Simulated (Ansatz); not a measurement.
Geometry optimisation, Ansatz, RKS PBE-D4/def2-SVP.

input.yaml

```yaml
crystal:
  periodic: [false, false, false]
  atoms:
    - { symbol: S, position_ang: [-0.7056, 2.152, -0.0786] }
    - { symbol: C, position_ang: [0.4331, 0.8206, 0.2136] }
    - { symbol: O, position_ang: [-0.015, -0.0525, 1.301] }
    - { symbol: Si, position_ang: [-0.5183, -1.3564, 0.4761] }
    - { symbol: Si, position_ang: [0.5436, -0.494, -1.1928] }
    - { symbol: H, position_ang: [-0.7648, 2.6945, 1.1597] }
    - { symbol: H, position_ang: [1.4611, 1.2273, 0.4339] }
    - { symbol: H, position_ang: [-0.0379, -2.6174, 1.0514] }
    - { symbol: H, position_ang: [-2.0706, -1.2782, 0.459] }
    - { symbol: H, position_ang: [1.9276, -0.9999, -1.3823] }
    - { symbol: H, position_ang: [-0.1878, -0.153, -2.4206] }
basis:
  gaussian: { orbitals: def2-SVP }
hamiltonian:
  xc: pbe
  dispersion: d4
relax:
  f_tol: 0.02
  max_steps: 50
output:
  orbitals: {}
```

Launched with:

```bash
$ ansatz run input.yaml --threads 2 --pin off --max-ram 3072MiB --backend cpu --events-out ev --progress --plain --runs-dir out
```

Where does it end, and by what steps?

The forces met the threshold. After 6 steps the energy has fallen by 0.600 eV; H9 moved furthest, 0.21 Å.

```tsv
step	energy less start (eV)	largest force component (eV/Å)	accepted
0	0.0000	3.290	yes
1	-0.5050	1.473	yes
2	-0.5833	0.446	yes
3	-0.5953	0.318	yes
4	-0.5961	0.168	yes
5	-0.5998	0.037	yes
6	-0.6000	0.010	yes
```

```xyz
11
Properties=species:S:1:pos:R:3
S -0.720 2.147 -0.149
C 0.481 0.819 0.254
O 0.054 -0.052 1.318
Si -0.613 -1.441 0.539
Si 0.527 -0.444 -1.245
H -0.690 2.754 1.074
H 1.449 1.280 0.543
H -0.114 -2.693 1.204
H -2.118 -1.476 0.518
H 1.919 -0.952 -1.505
H -0.111 0.001 -2.532
```

Run time: 23 s on 2 threads of Arm Neoverse V1 (shared host), peak memory 0.15 GiB.
